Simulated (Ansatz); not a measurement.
# Pulling the pair apart

The pair of Cl⁻ (SMILES [Cl-], atom 1) and SnCl4 (SMILES Cl[Sn](Cl)(Cl)Cl, atoms 2–6), both closed shells, in one local arrangement (a lower one may exist), relaxed at PBE0-D4/def2-TZVPD:

Cl1  (0.195, -0.102, -2.353)
Cl2  (-1.762, -1.646, -0.075)
Sn3  (0.000, 0.000, 0.000)
Cl4  (1.290, -1.442, 1.357)
Cl5  (1.762, 1.646, 0.074)
Cl6  (-1.485, 1.545, 0.996)
(Å)

SnCl4 is shifted rigidly along the line between the mean atom positions of the two fragments (negative: closer). Counterpoise interaction energies in kJ/mol. Program: Ansatz 0.2.0. Basis: def2-TZVPPD. Cores are frozen in the correlated methods. Filled d shells of the heavier atoms are correlated. Core potentials replace the inner electrons of the atoms past krypton. The def2 sets are not built for correlating such inner shells, so the correlated values are less sure here. B3LYP uses VWN-RPA correlation.

```
shift (Å)  B3LYP-D4     MP2  r2SCAN-D4
    -0.24    -311.6  -348.2     -334.7
     0.00    -365.5  -392.9     -383.1
     0.12    -362.8  -385.2     -378.2
     0.59    -292.3  -296.6     -302.2
     2.36    -113.0   -74.6     -124.7
```

Q: What does CCSD(T) give at these shifts? (An estimate is asked for; the value comes from the calculation.)

A: By the calculation: -328.4, -378.6, -373.1, -291.2, -79.4 kJ/mol. For zero shift, CCSD(T) at an estimated basis limit (MP2 extrapolated from triple and quadruple zeta, plus CCSD(T) − MP2 in triple zeta) gives -398.3 kJ/mol. These are counterpoise interaction energies, counted from the two frozen fragments.

No T1 diagnostic of these runs exceeds 0.026.

For scale, one of the runs: CCSD(T)/def2-TZVPPD, 311 basis functions, launched by `ansatz run in.yaml --threads 2 --pin off --events-out ev --progress --plain --max-ram 32768MiB --backend cuda --devices 0, --max-vram 18GiB`. The run took 21 s on 2 CPU threads of an AMD EPYC 7R13 and a share of one NVIDIA H100 (shared host), with 1.3 GiB of host memory at its peak.
